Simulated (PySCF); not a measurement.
Geometry:
| atom | x (Å) | y (Å) | z (Å) |
| --- | --- | --- | --- |
| C1 | -1.346 | 1.043 | -0.190 |
| N2 | -1.136 | -0.378 | -0.061 |
| Si3 | 0.208 | -1.111 | 0.753 |
| Si4 | 2.224 | -0.262 | -0.104 |
| H5 | -1.924 | 1.281 | -1.099 |
| H6 | -1.869 | 1.507 | 0.669 |
| H7 | -0.378 | 1.561 | -0.291 |
| H8 | -1.987 | -0.925 | -0.122 |
| H9 | 0.123 | -2.582 | 0.491 |
| H10 | 0.245 | -0.935 | 2.249 |
| H11 | 3.379 | -0.932 | 0.573 |
| H12 | 2.347 | 1.213 | 0.129 |
| H13 | 2.319 | -0.511 | -1.576 |

[PySCF 2.14.0 with density-fitted response routines: shieldings: GIAO KT3/pcSseg-2; structure optimised with PBE0-D3(BJ)/def2-SVP; no relativistic terms; equivalent nuclei averaged; one computed conformer; isolated molecule]

δ = σ(ref) − σ, references computed at the same level: ¹³C and ¹H and ²⁹Si vs TMS; ¹⁵N against NH3.

```
      atoms  nucleus  count  δ (ppm)
         C1      ¹³C      1     34.7
        Si4     ²⁹Si      1   -110.3
     H9/H10       ¹H      2     5.05
   H5/H6/H7       ¹H      3        ?
H11/H12/H13       ¹H      3     3.43
         N2      ¹⁵N      1        ?
         H8       ¹H      1    -0.06
        Si3     ²⁹Si      1    -45.7
```

Question: Fill in the missing shifts.

Answer: 
- H5/H6/H7: 2.76 ppm, hydrogen on a methyl carbon bonded to N; its carbon carries N, which withdraws density
- N2: 11.9 ppm, nitrogen bonded to C, Si, H

OH and NH positions are those of a molecule without intermolecular hydrogen bonds; in solution they move with solvent, concentration and temperature, and exchange usually removes their couplings. Shifts are as computed, not scaled to solution data. Of 1211 compounds with measured shifts, 218 miss one by over three times the rms of a fit or turn the order of signals round; such compounds aren't used in these exercises. Experimental scales use liquid or dissolved standards, which lie at an offset from isolated NH3 (liquid NH3: subtract about 20 ppm).
